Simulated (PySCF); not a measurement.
**Gas-phase XPS of `COc1csnn1`, computed**

Species: C3H4N2OS.
Atom-mapped SMILES: `[CH3:1][O:2][c:3]1[cH:4][s:5][n:6][n:7]1`

Structure used (GFN2-xTB), in Å, numbered top down from 1:
```xyz
11
C3H4N2OS angstrom
C     -1.8264   -0.1491   -0.4162
O     -0.8593    0.6659    0.2242
C      0.3941    0.2037    0.1837
C      1.4805    0.8457    0.7516
S      2.8542   -0.1105    0.4482
N      1.9609   -1.2327   -0.3633
N      0.7328   -0.9505   -0.4217
H     -1.8646   -1.1392    0.0438
H     -2.7770    0.3638   -0.2881
H     -1.5958   -0.2621   -1.4780
H      1.5061    1.7676    1.2899
```

Theory: PySCF 2.14.0, delta-SCF UKS SCAN, pcX-2 on the ionised atom, pcseg-1 elsewhere, spin-free X2C. Binding energies are ΔSCF values: E(core-ionised, relaxed orbitals) − E(ground state) at a fixed geometry, referred to the vacuum level.

Problem. List the computed XPS lines with their assignment.

Solution. 
| atom(s) | environment | level | binding energy (eV) | above the level's lowest (eV) | count |
| --- | --- | --- | --- | --- | --- |
| C4 | aromatic CH next to a ring sulfur | C 1s | 291.16 | 0.00 | 1 |
| C1 | methoxy carbon | C 1s | 292.58 | +1.42 | 1 |
| C3 | aromatic carbon bearing oxygen | C 1s | 293.18 | +2.02 | 1 |
| N7 | pyridine-type nitrogen | N 1s | 405.83 | 0.00 | 1 |
| N6 | pyridine-type nitrogen | N 1s | 405.97 | +0.14 | 1 |
| O2 | aryl ether oxygen | O 1s | 539.52 | 0.00 | 1 |
| S5 | ring sulfur | S 1s | 2478.87 | 0.00 | 1 |

The listed C 1s values span 2.02 eV, from C4 (bonded to S (aromatic in the SMILES), C (aromatic in the SMILES) and H) to C3 (bonded to O, N (aromatic in the SMILES) and C (aromatic in the SMILES)). The widest gap between neighbouring values is 1.42 eV, between 291.16 and 292.58 eV.

The 2 N 1s values lie within 0.14 eV of each other; Gaussian lines of 0.5 eV full width would blend them into one maximum.

Problem. Which effective nuclear charge Zeff reproduces each element's mean 1s value in the hydrogen-like formula E = 13.606 eV × Zeff²?

Solution. C (Z = 6): mean 292.3 eV, Zeff = 4.64, Z − Zeff = 1.36; N (Z = 7): mean 405.9 eV, Zeff = 5.46, Z − Zeff = 1.54; O (Z = 8): mean 539.5 eV, Zeff = 6.30, Z − Zeff = 1.70; S (Z = 16): mean 2478.9 eV, Zeff = 13.50, Z − Zeff = 2.50. Means run over the listed sites, weighted by atom count.

Problem. Express the binding energy of C 1s of C4 in atomic units and per mole.

Solution. 291.16 eV = 10.6999 Eh = 28093 kJ/mol.

Not every level is listed. Geometry: GFN2-xTB, one conformer, isolated molecule.
